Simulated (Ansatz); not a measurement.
Job for Ansatz (an electronic-structure program): R-CCSD(T)/cc-pVDZ on CH6GaN (SMILES C[NH][GaH2]), a point of a torsion scan. The run froze 16 orbitals, filled d shells among them.

Ansatz 0.2 input:
```yaml
crystal:
  periodic: [false, false, false]
  atoms:
    - {symbol: C, position_ang: [-1.22709603, 0.27271270, 0.24726713]}
    - {symbol: N, position_ang: [-0.07808953, -0.61932377, 0.08677327]}
    - {symbol: Ga, position_ang: [1.63701771, -0.10034035, -0.21092044]}
    - {symbol: H, position_ang: [-1.87164388, 0.27104852, -0.63819661]}
    - {symbol: H, position_ang: [-0.85500404, 1.28947176, 0.40046087]}
    - {symbol: H, position_ang: [-1.83089778, -0.00630211, 1.11658076]}
    - {symbol: H, position_ang: [-0.38898639, -1.57511964, -0.06046010]}
    - {symbol: H, position_ang: [2.59822817, -1.01665820, -1.01533597]}
    - {symbol: H, position_ang: [2.04875268, 1.31995771, 0.26344468]}
basis:
  gaussian:
    orbitals: cc-pVDZ
magnetization: {spin_polarized: false}
correlation: {method: ccsd_t, electrons: outside_noble_gas}
scf: {lower_state_search: off}
```

Program output:

```
WARN ansatz: RAYON_NUM_THREADS=1 ignored (pool sized by the plan → 1); use --threads N
Functional definition: HF
these checks for a lower state are left out or cut short: stability, starts, cluster_reference, orbital_swaps, neighbouring_geometries, increment
integrals: 0.08 GiB planned
846 factors; integrals over basis functions are off by at most 1.2e-3 eV
mean field: 0.22 GiB planned
mean field evaluation 1: about -54937.8006 eV, gradient 3.0e1 eV
mean field evaluation 2: about -54937.8820 eV, gradient 3.0e1 eV
mean field evaluation 4: about -54940.2538 eV, gradient 3.1e0 eV
mean field evaluation 8: about -54940.2885 eV, gradient 1.3e-1 eV
mean field -54940.28854213 eV, -2019.0183640583 hartree, gradient 4.7e-6 eV, S^2 0.000000; 0 other end points of the search recorded, 0 dependent functions left out
16 core orbitals not correlated
reference -54940.28854213 eV, -2019.0183640583 hartree; 9, 9 occupied and 60, 60 virtual orbitals, 846 factors
second order -10.60209869 eV of doubles, -0.00000000 eV of singles
coupled cluster: 0.19 GiB planned
cycle   1  -11.27794141 eV  change   -6.8e-1 eV  update   8.5e-2
cycle   2  -11.62666550 eV  change   -3.5e-1 eV  update   2.7e-2
cycle   3  -11.71518492 eV  change   -8.9e-2 eV  update   1.7e-2
cycle   4  -11.71136097 eV  change    3.8e-3 eV  update   6.7e-3
cycle   5  -11.71111450 eV  change    2.5e-4 eV  update   3.2e-3
cycle   6  -11.71094347 eV  change    1.7e-4 eV  update   9.6e-4
cycle   7  -11.71059061 eV  change    3.5e-4 eV  update   2.6e-4
cycle   8  -11.71061197 eV  change   -2.1e-5 eV  update   7.4e-5
cycle   9  -11.71062069 eV  change   -8.7e-6 eV  update   2.1e-5
perturbative correction -0.31224307 eV, -0.0114747210 hartree
Total energy: -54952.31140589 eV, -2019.4601961518 hartree
Checks for a lower state left out: stability, starts, cluster_reference, orbital_swaps, neighbouring_geometries, increment
```

The run converged.

Cost: roughly 2.7 core-seconds.
